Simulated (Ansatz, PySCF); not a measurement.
H9N3Si3, SMILES [SiH2]1N[SiH2]N[SiH2]N1. Atoms are numbered in the order given.

```xyz
15

Si    -0.1058    -0.8881     1.5776
N      0.4374    -1.3999     0.0000
Si    -0.1058    -0.8881    -1.5776
N     -0.2860     0.8319    -1.4363
Si     0.2711     1.6553     0.0000
N     -0.2860     0.8319     1.4363
H      0.9406    -1.3542     2.5412
H     -1.4121    -1.4723     2.0227
H      1.1859    -2.0865     0.0000
H      0.9406    -1.3542    -2.5412
H     -1.4121    -1.4723    -2.0227
H     -0.9467     1.3139    -2.0368
H     -0.2998     3.0353     0.0000
H      1.7610     1.7225     0.0000
H     -0.9467     1.3139     2.0368
```
Charge 0, spin multiplicity 1.

The structure is a stationary point at PBE0-D3(BJ)/def2-SVP.

Two levels are set side by side: PBE-D3(BJ)/def2-SVP (Ansatz, a first-principles code) and PBE0-D3(BJ)/def2-SVP (Ansatz). Each level has its own optimised geometry; the coordinates shown are those of the second. Frequencies come from the Hessian of PySCF at each geometry. Differences are taken from unrounded values.

| quantity | PBE0-D3(BJ) | PBE-D3(BJ) | PBE-D3(BJ) minus PBE0-D3(BJ) |
|---|---|---|---|
| mean bond length (Å) | 1.498 | 1.510 | 0.012 |
| bond Si1–N2 (Å) | 1.745 | 1.759 | 0.014 |
| bond Si1–N6 (Å) | 1.735 | 1.749 | 0.014 |
| bond N2–Si3 (Å) | 1.745 | 1.759 | 0.014 |
| bond Si3–N4 (Å) | 1.735 | 1.749 | 0.014 |
| bond N4–Si5 (Å) | 1.747 | 1.761 | 0.015 |
| bond Si5–N6 (Å) | 1.747 | 1.761 | 0.015 |
| bond Si1–H7 (Å) | 1.497 | 1.508 | 0.011 |
| bond Si1–H8 (Å) | 1.499 | 1.510 | 0.012 |
| bond N2–H9 (Å) | 1.016 | 1.024 | 0.009 |
| bond Si3–H10 (Å) | 1.497 | 1.508 | 0.011 |
| bond Si3–H11 (Å) | 1.499 | 1.510 | 0.012 |
| bond N4–H12 (Å) | 1.015 | 1.023 | 0.009 |
| bond Si5–H13 (Å) | 1.493 | 1.504 | 0.010 |
| bond Si5–H14 (Å) | 1.491 | 1.501 | 0.009 |
| bond N6–H15 (Å) | 1.015 | 1.023 | 0.009 |
| highest harmonic wavenumber (cm⁻¹) | 3649 | 3528 | -121 |
| mean harmonic wavenumber (cm⁻¹) | 1150 | 1111 | -39 |
| zero-point energy (kcal/mol) | 64.14 | 61.93 | -2.20 |

GGA bonds tend to be longer and softer than those of functionals with exact exchange. Differences between two approximate levels are no errors against the true value.
